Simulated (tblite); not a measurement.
Compound: C3H6N2O2Si.
Atom-mapped SMILES: `[SiH3:1][O:2][CH2:3][c:4]1[n:5][cH:6][n:7][o:8]1` (hydrogens: H9, H10, H11 on Si1; H12, H13 on C3; H14 on C6)

Structure optimised with GFN2-xTB, isolated species.

Task: What internal coordinates does the optimisation give?

Result: 
```tsv
bond	length (Å)
Si1–O2	1.634
O2–C3	1.382
C3–C4	1.487
C4–N5	1.299
N5–C6	1.357
C6–N7	1.297
N7–O8	1.359
C4–O8	1.336
Si1–H9, Si1–H10, Si1–H11	1.460
C3–H12, C3–H13	1.099
C6–H14	1.069
```

Bonds in one row agree within 0.01 Å and their mean is given. A selection of angles:
```tsv
angle	degrees
Si1–O2–C3	129.7
O2–C3–C4	113.2
C3–C4–N5	127.3
C3–C4–O8	120.5
N5–C4–O8	112.2
C4–N5–C6	102.8
N5–C6–N7	113.5
C6–N7–O8	104.8
C4–O8–N7	106.7
```

Torsions: Si1–O2–C3–C4 50° (synclinal); O2–C3–C4–N5 -48° (synclinal). The mirror-image conformer, all signs reversed, is as good.

N5 (pyridine-type nitrogen) is bent (angle 102.8°). Of the pairs four or more bonds apart, Si1···N5 is among the closest relative to their van der Waals radii: 3.11 Å, 85 % of the sum of Bondi's values. The 2 C–O bonds span 1.336 Å (C4–O8, aromatic) to 1.382 Å (O2–C3, drawn single), a spread of 0.046 Å. The 5-membered ring C4–N5–C6–N7–O8 has internal angles of 102.8° to 113.5° (sum 540°, against 540° for a flat polygon); it is planar, 0.00 Å rms from its mean plane, widest ring torsion 0°. O2 (silyl ether oxygen) is bent (angle 129.7°). O8 (ring oxygen) is bent (angle 106.7°). Si1 (oxygen-bound silicon) has angles from 96.6° to 114.1°.

Point group: C1 (no symmetry element, even within 0.4 Å). GFN2-xTB frequencies show an imaginary mode (34i cm⁻¹), so the point is no minimum at that level.

These are computed values.
